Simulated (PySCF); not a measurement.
# Electron correlation in Ni (nickel, neutral)

[Ar] 3d8 4s2, high-spin 3F determinant. Computed with PySCF 2.14 in x2c-TZVPall (6s5p4d1f, 48 functions), with the spin-free X2C one-electron Hamiltonian (Gaussian nucleus). Frozen: [Ar]; 10 electrons correlated.

MP2 pair energies summed by pair of shells (mhartree):

```json
{"pair": "3d-3d", "energy": "-211.94", "share (%)": "80.5"}
{"pair": "3d-4s", "energy": "-29.20", "share (%)": "11.1"}
{"pair": "4s-4s", "energy": "-22.02", "share (%)": "8.4"}
```

Total MP2 correlation energy: -263.15 mhartree.

Same-spin part -93.58 and opposite-spin part -169.57 mhartree; SCS-MP2 scales them by 1/3 and 6/5 to -234.67 mhartree.
